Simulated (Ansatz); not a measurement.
`CC(F)I` + `CNP` → `CN(C)P` + `FCI` at 600 K and 1 bar (substitution at a C–C bond).

Computed with Ansatz on PBE0-D4/def2-TZVP structures; ΔE is electronic, products minus reactants. CBS: MP2 limit from def2 TZ/QZ plus the TZ coupled-cluster correction, frozen cores. Elements past krypton have def2 core potentials. For I outer-core shells are correlated without core-valence functions, which leaves a few kJ/mol of doubt a bond. One conformer a species, not always the lowest.

```
 species  CCSD(T)/CBS energy (Eh)  H − E (kJ/mol)  S (J/(mol·K))
`CC(F)I`               -475.73937           195.6          376.7
   `CNP`               -437.28343           234.3          355.0
`CN(C)P`               -476.53702           319.5          400.9
   `FCI`               -436.46970           109.1          326.3
```

H − E and S are ideal-gas, rigid-rotor, harmonic terms from PBE0-D4/def2-TZVP, for one conformer and one mirror image of each species. 1 Eh = 2625.50 kJ/mol, R = 8.31446 J/(mol·K).

Q: By hand: ΔE, ΔH, ΔS and ΔG.

A: ΔE = (-476.53702) + (-436.46970) − (-475.73937) − (-437.28343) = 0.01608 Eh = 42.2 kJ/mol. Δ(H − E) = 319.5 + 109.1 − 195.6 − 234.3 = -1.3, so ΔH = 40.9 kJ/mol. ΔS = 400.9 + 326.3 − 376.7 − 355.0 = -4.5 J/(mol·K). ΔG = 40.9 − 600 × (-4.5)/1000 = 43.6 kJ/mol.

Q: By hand: the equilibrium constant, and the temperature at which ΔG would vanish if ΔH and ΔS stayed fixed.

A: log₁₀ K = −ΔG/(RT ln 10) = -3.8. ΔH and −TΔS have one sign here, so there is no such temperature. One of them is within its doubt of zero, so this could turn.

The number of gas molecules stays the same, so ΔS is small and ΔH decides. A doubt of 5 kJ/mol in ΔE shifts log₁₀ K by 0.4 here. Other conformers and mirror images would add mixing entropy, several J/(mol·K) or more a flexible species. These are equilibria of isolated gas molecules and say nothing of rates. Largest T1 diagnostic: 0.011 (customary marks: 0.02 for closed shells, 0.045 for open ones).
